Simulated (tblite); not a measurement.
Method: GFN2-xTB as coded in tblite; computed harmonic values from a numerical Hessian at the method's own geometry, unscaled. Errors from tens to a few hundred cm⁻¹ against measured bands are possible. Modes of hydrogen on phosphorus and silicon can be 10 to 20 % off. One conformer each. Thermal functions are those of the rigid rotor and harmonic oscillator, without mixing of conformers.

Question: Order these by their zero-point energy, highest first (kcal/mol).
A. `C(P1CCP(C=C)CC1)#C`
B. `C#C[C@H](CCF)C(=O)NC`
C. `C=CP(C)(C)=CC`
D. `[H]/P=C(/[SiH3])C1=CC=CC=C1`
E. `O=CN[C@]12C=C[C@H]1C=C2`

Answer: A (107.4), C (104.8), B (98.2), D (79.3), E (75.8).

| SMILES | atoms | mass (u) | symmetry number | modes under 300 cm⁻¹ | ZPE (kcal/mol) | S translation (cal/(mol K)) | S rotation | S vibration | S | Cp |
| --- | --- | --- | --- | --- | --- | --- | --- | --- | --- | --- |
| C#CP1CCP(C=C)CC1 | 22 | 170.04 | 1 | 10 | 107.4 | 41.3 | 30.4 | 39.1 | 110.8 | 47.6 |
| C=CP(C)(C)=CC | 20 | 116.08 | 1 | 10 | 104.8 | 40.2 | 28.4 | 31.1 | 99.7 | 40.9 |
| C#C[C@H](CCF)C(=O)NC | 20 | 143.07 | 1 | 9 | 98.2 | 40.8 | 30.1 | 37.4 | 108.3 | 42.8 |
| [H]/P=C(/[SiH3])c1ccccc1 | 18 | 152.02 | 1 | 6 | 79.3 | 41.0 | 30.1 | 26.8 | 98.0 | 39.7 |
| O=CN[C@]12C=C[C@H]1C=C2 | 16 | 121.05 | 1 | 4 | 75.8 | 40.3 | 28.3 | 19.1 | 87.8 | 32.0 |

Entropies and Cp are for 298.15 K and 1 bar.
